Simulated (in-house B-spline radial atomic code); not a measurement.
Computed with a B-spline radial atomic code. Model: two electrons, singlet ground state, non-relativistic, full CI in B-splines with partial waves to l = 8 (at full coupling up to 3e-4 hartree above the limit, correlation up to 0.6 % small), density held at that of full coupling by Lieb maximisation.

Along the adiabatic connection the electron repulsion is scaled by a coupling λ while a local potential keeps the density fixed. At λ = 0 the system is the Kohn-Sham one and W equals the exchange energy; the exchange-correlation energy is the area under W between 0 and 1. The kinetic energy rises with λ as the electrons avoid each other, with dT/dλ = −λ dW/dλ.

Command:
```bash
python run_ac.py task.json out
```
Settings (lengths in bohr, energies in hartree):
```
potential              yukawa
strength               1.42
lmax                   8
second                 0.177
```

Time taken, with all properties: 33 s on 1 thread of Intel(R) Xeon(R) Processor @ 2.30GHz, with other jobs on the host.

**W = mean repulsion less Hartree energy, and W of three functionals.**

Given: confinement screened point charge; nuclear charge 1.42; screening of the nucleus 0.177 1/bohr; external potential -Z exp(-k r)/r.

Computed: PBE exchange minus exact -1.0563 millihartree; SCAN exchange minus exact -7.992 millihartree.

| coupling | W xc (hartree) | W xc minus exchange (millihartree) | kinetic minus Kohn-Sham (millihartree) | LDA (PW92) W minus its exchange (millihartree) | PBE W minus its exchange (millihartree) | SCAN W minus its exchange (millihartree) |
| --- | --- | --- | --- | --- | --- | --- |
| 0 | -0.63517 | 0 | 0 | 0 | 0 | 0 |
| 0.02 | -0.63723 | -2.059 | 0.02 | -10.67 | -1.61 | -1.79 |
| 0.05 | -0.64026 | -5.09 | 0.13 | -21.38 | -4.08 | -4.38 |
| 0.12 | -0.64707 | -11.902 | 0.7 | -39.89 | -9.83 | -10.1 |
| 0.25 | -0.65883 | -23.66 | 2.87 | -64.81 | -20.17 | -19.83 |
| 0.4 | -0.67111 | -35.94 | 6.84 | -86.53 | -31.34 | -29.93 |
| 0.6 | -0.68564 | -50.475 | 14.08 | -109.31 | -44.93 | -41.91 |
| 0.8 | -0.6984 | -63.236 | 22.98 | -127.76 | -57.16 | -52.53 |
| 1 | ? | ? | ? | ? | ? | ? |
| 1.4 | ? | ? | ? | ? | ? | ? |
| 2 | -0.7506 | -115.43 | 92.71 | -197.21 | -110.69 | -98.33 |
| 3 | -0.77618 | -141.01 | 155.78 | -231.09 | -139.85 | -122.88 |
| 4.5 | -0.8006 | -165.43 | 245.87 | -265.09 | -170.37 | -147.9 |

(1) What belongs in the row 1?

(2) What belongs in the row 1.4?

(3) What is the LDA exchange minus exact?

**Energy parts, natural occupations and partial-wave weights.**

Computed: exchange energy -0.63517 hartree; kinetic part of the DFT correlation energy 0.033107 hartree; initial slope twice GL2 -0.10374 hartree; kinetic part over minus potential part 0.44433; Hartree energy 1.2703 hartree; Kohn-Sham kinetic 1.1936 hartree; Lieb Oxford ratio E_xc over LDA exchange 1.2261.

| natural | occupation of the shell (electrons) |
| --- | --- |
| s | 1.9589 |
| s | 0.02513 |
| p | 0.014529 |
| d | 0.00050969 |
| p | ? |
| s | 0.0002893 |

(4) What belongs in the row p?

| wave | weight |
| --- | --- |
| s | 0.99218 |
| p | 0.0074899 |
| d | ? |
| f | 3.6644e-05 |
| g | 8.1492e-06 |

(5) What belongs in the row d?

(6) What is the total energy?

(7) What is the correlation energy?

## Answers

(1) W xc (hartree): -0.70968; W xc minus exchange (millihartree): -74.511; kinetic minus Kohn-Sham (millihartree): 33.11; LDA (PW92) W minus its exchange (millihartree): -143.3; PBE W minus its exchange (millihartree): -68.21; SCAN W minus its exchange (millihartree): -62.06.

(2) W xc (hartree): -0.72866; W xc minus exchange (millihartree): -93.497; kinetic minus Kohn-Sham (millihartree): 55.75; LDA (PW92) W minus its exchange (millihartree): -168.56; PBE W minus its exchange (millihartree): -87.4; SCAN W minus its exchange (millihartree): -78.5.

(3) 83.347 millihartree.

(4) occupation of the shell (electrons): 0.00041451.

(5) weight: 0.00028416.

(6) -0.8379 hartree.

(7) -0.041404 hartree.

Half-way to full coupling W has made 58 % of its drop, against 50 % for a straight line, and second-order (GL2) theory, half the initial slope, overshoots the correlation energy by about 25 %: a moderate bend, as in light atoms. Over couplings 0 to 1 the errors in E_xc come to about +33 millihartree for LDA, +3.5 millihartree for PBE, -1.1 millihartree for SCAN, so SCAN is nearest. In LDA and PBE and SCAN the errors of exchange and correlation have opposite signs, so the sum is smaller than the larger of the two.
